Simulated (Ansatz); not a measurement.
Ansatz (a quantum-chemistry and plane-wave program) input (wB97X-V/def2-TZVP):

Ansatz 0.2 input:
```yaml
crystal:
  periodic: [false, false, false]
  atoms:
    - {symbol: C, position_ang: [-0.92033281, 1.38411133, -0.82664068]}
    - {symbol: Si, position_ang: [0.00499469, 0.00859699, 0.02725713]}
    - {symbol: C, position_ang: [1.66284477, -0.29982055, -0.76887344]}
    - {symbol: C, position_ang: [-1.01359468, -1.55088516, 0.11615720]}
    - {symbol: F, position_ang: [0.28379105, 0.48846828, 1.54870904]}
    - {symbol: H, position_ang: [-1.13904258, 1.11821264, -1.86391540]}
    - {symbol: H, position_ang: [-1.86923944, 1.59016367, -0.32707292]}
    - {symbol: H, position_ang: [-0.33624910, 2.30673881, -0.83399394]}
    - {symbol: H, position_ang: [2.21810177, -1.07430827, -0.23566829]}
    - {symbol: H, position_ang: [1.54034460, -0.62843674, -1.80399664]}
    - {symbol: H, position_ang: [2.27151959, 0.60677637, -0.77567678]}
    - {symbol: H, position_ang: [-1.23577796, -1.92609684, -0.88600332]}
    - {symbol: H, position_ang: [-1.96338914, -1.37277315, 0.62470012]}
    - {symbol: H, position_ang: [-0.48381662, -2.33728266, 0.65778759]}
basis:
  gaussian:
    orbitals: def2-TZVP
hamiltonian:
  xc: {name: wB97X-V}
relax: {f_tol: 0.003, max_steps: 100}
```

End of the output:

```
Atom 0 at    -0.920204     1.383708    -0.826822 Å, force     0.000386     0.000931     0.002483 eV/Å
Atom 1 at     0.004578     0.007932     0.025057 Å, force    -0.000336    -0.000720    -0.002033 eV/Å
Atom 2 at     1.662383    -0.299897    -0.769111 Å, force     0.000427     0.000671     0.002502 eV/Å
Atom 3 at    -1.013425    -1.550666     0.115711 Å, force     0.000558     0.000732     0.002459 eV/Å
Atom 4 at     0.283118     0.487290     1.545009 Å, force     0.000286     0.000564     0.001662 eV/Å
Atom 5 at    -1.140370     1.119131    -1.866629 Å, force    -0.000476    -0.000139    -0.001635 eV/Å
Atom 6 at    -1.870170     1.589285    -0.323927 Å, force     0.000296    -0.000203    -0.000449 eV/Å
Atom 7 at    -0.333593     2.307537    -0.832035 Å, force    -0.000231    -0.000449    -0.000275 eV/Å
Atom 8 at     2.217534    -1.075416    -0.232477 Å, force    -0.000291     0.000197    -0.000501 eV/Å
Atom 9 at     1.541656    -0.629519    -1.806634 Å, force     0.000139    -0.000533    -0.001588 eV/Å
Atom 10 at     2.271069     0.609536    -0.773999 Å, force    -0.000309    -0.000360    -0.000266 eV/Å
Atom 11 at    -1.236993    -1.928360    -0.887805 Å, force    -0.000486    -0.000825    -0.001381 eV/Å
Atom 12 at    -1.964269    -1.370213     0.626519 Å, force     0.000278    -0.000086    -0.000460 eV/Å
Atom 13 at    -0.481160    -2.336883     0.659913 Å, force    -0.000241     0.000220    -0.000518 eV/Å
Dipole moment:    -0.064813    -0.111478    -0.353586 e Å
```
